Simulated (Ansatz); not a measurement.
Calculated with Ansatz (gas phase, PBE0-D4/def2-TZVP geometries, no zero-point term in ΔE). CCSD(T)/CBS adds triple-zeta CCSD(T) − MP2 to the extrapolated MP2 energy (def2 sets, frozen cores). This one scheme is used for every species. Each species was taken in one conformer, which may not be the lowest.

Reaction (cleavage of the Si–B bond): `B[SiH](F)Cl` + `N=C=O` → `O=C=N[SiH](F)Cl` + BH₃

```
        level  ΔE (eV)
HF/def2-TZVPP    -1.48
 HF/CBS(def2)    -1.50
```

(1) What does CCSD(T)/CBS give? (Estimate.)

Largest T1 diagnostic among the species: 0.018.

Results:

(1) Ansatz gave: -1.26 eV. The listed levels differ from it by -0.22, -0.24 eV.

In def2-TZVPP, CCSD(T) changes the Hartree–Fock value by +0.21 eV (the triples alone add +0.02 eV) and MP2 by +0.10 eV. At CCSD(T), def2-SVP lies +0.03 eV from the extrapolated value and def2-TZVPP −0.01 eV. The D4 term adds −0.03 eV with B3LYP and −0.02 eV with PBE0; it sums over pairs of atoms, weighted by their polarisabilities, and B3LYP, whose exchange is more repulsive, gets the larger term.

B3LYP here is the variant with VWN-RPA as its local correlation; programs differ in this.
